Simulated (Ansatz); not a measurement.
The Al1–F3 bond of AlF2H (SMILES [F][AlH][F]) is stretched (multiplicity 1, the rest rigid).
Geometry at rest (charge 0, multiplicity 1):
```xyz
4

Al    -0.29736    -0.20001    -0.23453
H     -1.37592    -0.92547    -1.08523
F     -0.21998     1.44164    -0.18461
F      0.80237    -1.04991     0.64396
```

Cores are frozen in the correlated methods.

Codes used: Ansatz (an electronic-structure program). Values without a source in brackets are computed.

FIC-MRCISD+Q on CASSCF(6,4)/cc-pV(D+d)Z, total energies (hartree):

```csv
R (Å),CASSCF,MRCISD,weight c² of the reference
1.644,-441.550108,-441.950050,0.91971
2.877,-441.385501,-441.771665,0.91971
5.262,-441.347908,-441.720825,0.92330
```

Problem. Add the Davidson correction (E_MRCISD − E_CASSCF)(1 − c²)/c² and give the energies above the first point at the three levels.

Solution. 
Corrections (hartree): -0.034916, -0.033714, -0.030978. Above the first point (kcal/mol):
- R = 2.877 Å: CASSCF 103.3, MRCISD 111.9, with the correction 112.7
- R = 5.262 Å: CASSCF 126.9, MRCISD 143.8, with the correction 146.3

Doubts at one or more of the structures used: active orbitals that take no part (FIC-MRCISD+Q on CASSCF(6,4)/cc-pV(D+d)Z).
